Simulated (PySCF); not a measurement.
FMg, charge +1. Atoms are numbered in the order given.

```xyz
2

Mg     0.0000     0.0000    -0.7286
F      0.0000     0.0000     0.9715
```
Charge +1, spin multiplicity 1.

Geometry optimised at PBE0-D3(BJ)/def2-TZVPD. The multiplicity is an assumed one; other spin states were not compared.

Calculation: TDDFT-M06-2X/def2-TZVPD in PySCF.

Vertical excitations; the highest root listed may be one member of a degenerate set. Gas-phase values at a fixed geometry. State labels are in the subgroup C2v.

Computed UV-visible absorptions:
| state | symmetry | energy (eV) | λ (nm) | f | main pairs |
|---|---|---|---|---|---|
| S1 | B2 | 4.97 | 249 | 0.010 | HOMO→LUMO (degenerate set) |
| S2 | B1 | 4.97 | 249 | 0.010 | HOMO−1→LUMO (degenerate set) |
| S3 | A1 | 6.38 | 194 | 0.070 | HOMO−2→LUMO 95 % |
| S4 | A2 | 8.76 | 142 | 0.000 | HOMO→LUMO+1 48 %, HOMO−1→LUMO+2 48 % |
| S5 | A1 | 8.85 | 140 | 0.000 | HOMO→LUMO+2, HOMO−1→LUMO+1 (degenerate set) |
| S6 | A2 | 8.85 | 140 | 0.000 | HOMO−1→LUMO+2, HOMO→LUMO+1 (degenerate set) |
| S7 | A1 | 9.55 | 130 | 0.087 | HOMO−1→LUMO+1 47 %, HOMO→LUMO+2 47 % |
| S8 | B2 | 9.75 | 127 | 0.032 | HOMO−2→LUMO+2 (degenerate set) |
| S9 | B1 | 9.75 | 127 | 0.032 | HOMO−2→LUMO+1 (degenerate set) |
| S10 | B2 | 10.26 | 121 | 0.067 | HOMO→LUMO+3 92 % |
| T1 | B2 | 4.90 | 253 | 0 | HOMO→LUMO (degenerate set) |
| T2 | B1 | 4.90 | 253 | 0 | HOMO−1→LUMO (degenerate set) |
| T3 | A1 | 6.12 | 203 | 0 | HOMO−2→LUMO 94 % |
| T4 | A2 | 8.77 | 141 | 0 | HOMO−1→LUMO+2 48 %, HOMO→LUMO+1 48 % |
Triplets are in the Tamm–Dancoff approximation, which puts them higher than full response would, so one can lie above its singlet here.
